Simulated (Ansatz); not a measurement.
A CCSD(T) single point on C8H12Sn, SMILES `C=[CH][Sn]([CH]=C)([CH]=C)[CH]=C`.

```yaml
crystal:
  periodic: [false, false, false]
  atoms:
    - {symbol: C, position_ang: [1.699978, -1.769667, -2.063030]}
    - {symbol: C, position_ang: [1.593107, -1.601217, -0.749979]}
    - {symbol: Sn, position_ang: [0.383957, -0.067742, 0.102268]}
    - {symbol: C, position_ang: [-0.300236, 1.184088, -1.480414]}
    - {symbol: C, position_ang: [-1.416788, 0.944643, -2.159360]}
    - {symbol: C, position_ang: [-1.310080, -0.892930, 1.096991]}
    - {symbol: C, position_ang: [-2.473860, -0.258757, 1.188259]}
    - {symbol: C, position_ang: [1.505794, 1.046150, 1.530596]}
    - {symbol: C, position_ang: [1.053418, 1.281491, 2.756930]}
    - {symbol: H, position_ang: [1.173837, -1.133104, -2.770220]}
    - {symbol: H, position_ang: [2.317872, -2.553564, -2.496063]}
    - {symbol: H, position_ang: [2.145118, -2.268225, -0.090284]}
    - {symbol: H, position_ang: [0.293355, 2.055739, -1.749354]}
    - {symbol: H, position_ang: [-1.748392, 1.591162, -2.969378]}
    - {symbol: H, position_ang: [-2.058534, 0.095541, -1.939091]}
    - {symbol: H, position_ang: [-1.217221, -1.875258, 1.556248]}
    - {symbol: H, position_ang: [-2.635730, 0.721692, 0.747981]}
    - {symbol: H, position_ang: [-3.327229, -0.692396, 1.705747]}
    - {symbol: H, position_ang: [2.483594, 1.433684, 1.250475]}
    - {symbol: H, position_ang: [0.085406, 0.918486, 3.093492]}
    - {symbol: H, position_ang: [1.627834, 1.850786, 3.484783]}
basis:
  gaussian: {orbitals: def2-TZVPP}
correlation: {method: ccsd_t}
output: {orbitals: {seedname: orbitals}}
```

```sh
$ ansatz run in.yaml --threads 4 --pin off --events-out ev --progress --plain --max-ram 66560MiB --backend cuda --devices 0, --max-vram 37GiB
```

The program prints (abridged):

```
Functional definition: HF
2922 factors; integrals over basis functions are off by at most 7.9e-4 eV
mean field evaluation 1: about -14231.9166 eV, gradient 5.0e1 eV
mean field evaluation 2: about -14232.3684 eV, gradient 5.0e1 eV
mean field evaluation 4: about -14239.0518 eV, gradient 5.0e0 eV
mean field evaluation 8: about -14239.1382 eV, gradient 2.1e-1 eV
mean field -14239.13843398 eV, -523.2786858141 hartree, gradient 1.7e-6 eV, S^2 0.000000; 0 other end points of the search recorded, 0 dependent functions left out
12 core orbitals not correlated: weight in the atoms' cores, before any rotation towards them, 1.000 or more for the frozen orbitals, at most 0.000 for the correlated occupied ones
reference -14239.13843398 eV, -523.2786858141 hartree; 29, 29 occupied and 425, 425 virtual orbitals, 2922 factors
second order -44.15517126 eV of doubles, -0.00000000 eV of singles
cycle   1  -44.38691436 eV  change   -2.3e-1 eV  update   1.5e-1
cycle   2  -45.57516387 eV  change    -1.2e0 eV  update   4.6e-2
cycle   3  -45.80550857 eV  change   -2.3e-1 eV  update   2.3e-2
cycle   4  -45.79348591 eV  change    1.2e-2 eV  update   6.5e-3
cycle   5  -45.79578204 eV  change   -2.3e-3 eV  update   2.8e-3
cycle   6  -45.79725995 eV  change   -1.5e-3 eV  update   6.7e-4
cycle   7  -45.79693722 eV  change    3.2e-4 eV  update   2.9e-4
cycle   8  -45.79686645 eV  change    7.1e-5 eV  update   8.6e-5
cycle   9  -45.79689832 eV  change   -3.2e-5 eV  update   4.0e-5
perturbative correction -2.10737818 eV, -0.0774447197 hartree
Total energy: -14287.04271048 eV, -525.0391355049 hartree
```

Run time 91 s (4 threads of an AMD EPYC 7R13 on a shared host and a share of an NVIDIA H100 80 GB); peak host memory 1 GiB.

MP2 recovers 92.2 % of the CCSD(T) correlation energy and the triples give 4.4 %; T1 = 0.0124.
